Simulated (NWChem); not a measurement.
Species: C4H6; SMILES C#CCC

```xyz
10

C      0.2635    -1.9660     0.0000
C     -0.1565    -0.8298     0.0000
C     -0.6407     0.5462     0.0000
C      0.4772     1.5876     0.0000
H      0.6306    -2.9755     0.0000
H     -1.2910     0.6916     0.8798
H     -1.2910     0.6916    -0.8798
H      0.0569     2.6042     0.0000
H      1.1166     1.4803    -0.8885
H      1.1166     1.4803     0.8885
```
Atoms are numbered in this order, from 1.

Results from NWChem. Pople sets run with spherical d functions. Geometry: optimised at PBE0/def2-SVP. Vertical excitations in the gas phase.

Q: Predict the results for Hartree-Fock/6-31G*, CIS. Quantities: lowest excitation, singlet (eV); oscillator strength of that lowest state; lowest triplet (eV); orbital gap (eV).

A: 
```json
{
  "lowest excitation, singlet (eV)": "6.53",
  "oscillator_strength_of_that_lowest_state": "0.000",
  "lowest triplet (eV)": "4.63",
  "orbital gap (eV)": "15.81"
}
```
